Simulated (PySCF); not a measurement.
**Which determinant of GaF⁺ lies lowest?**

Unrestricted PBE0; basis Ga def2-TZVPPD, F def2-TZVPPD; no relativity; PySCF 2.14. Outer shells of the fragments: Ga+ 3d10 4s2; F 2s2 2p5.

Followed along the bond (rough minima from three points):

```
2Ms+1   unpaired  ⟨S²⟩ at the start  R at minimum (Å)  Te (eV)
    2        σ ↑               0.76              1.71     0.00
    4  σ ↑, π ↑↑               3.75  none in the scan   ≤ 6.77
```

Solutions found at the starting distance of 1.920 Å, counted from the lowest of them; the search is not exhaustive and high or unbound solutions are not listed, so other states can lie among these:

```json
{"2Ms+1": "2", "unpaired": "σ ↑", "term": "²Σ⁺", "E (eV)": "0.00", "⟨S²⟩": "0.76", "⟨Lz²⟩": "0.00", "μ (D)": "-4.05"}
{"2Ms+1": "2", "unpaired": "π ↑", "term": "²Π", "E (eV)": "2.05", "⟨S²⟩": "0.75", "⟨Lz²⟩": "1.00", "μ (D)": "0.52"}
{"2Ms+1": "2", "unpaired": "π ↑", "term": "²Π", "E (eV)": "5.77", "⟨S²⟩": "0.97", "⟨Lz²⟩": "1.00", "μ (D)": "-3.64"}
{"2Ms+1": "4", "unpaired": "σ ↑, π ↑↑", "term": "mixed", "E (eV)": "6.57", "⟨S²⟩": "3.75", "⟨Lz²⟩": "2.01", "μ (D)": "0.25"}
{"2Ms+1": "4", "unpaired": "σ ↑, π ↑↑", "term": "mixed", "E (eV)": "6.69", "⟨S²⟩": "3.75", "⟨Lz²⟩": "2.01", "μ (D)": "0.31"}
{"2Ms+1": "4", "unpaired": "σ ↑↑, π ↑", "term": "⁴Π", "E (eV)": "7.87", "⟨S²⟩": "3.75", "⟨Lz²⟩": "1.00", "μ (D)": "-0.13"}
{"2Ms+1": "4", "unpaired": "σ ↑↑, π ↑", "term": "⁴Π", "E (eV)": "8.54", "⟨S²⟩": "3.75", "⟨Lz²⟩": "1.01", "μ (D)": "0.73"}
{"2Ms+1": "4", "unpaired": "σ ↑↑↑", "term": "⁴Σ⁺", "E (eV)": "9.74", "⟨S²⟩": "3.75", "⟨Lz²⟩": "0.00", "μ (D)": "0.45"}
```

A term symbol is given only where ⟨S²⟩ and ⟨Lz²⟩ are close to those of a pure state; real π, δ and φ orbitals otherwise mix terms. A positive dipole points towards F; it is taken about the centre of mass and depends on that origin.

Spin–orbit coupling is left out. Counting both spins, an empty level lies below a filled one in some of these solutions, because spin and occupation are held.
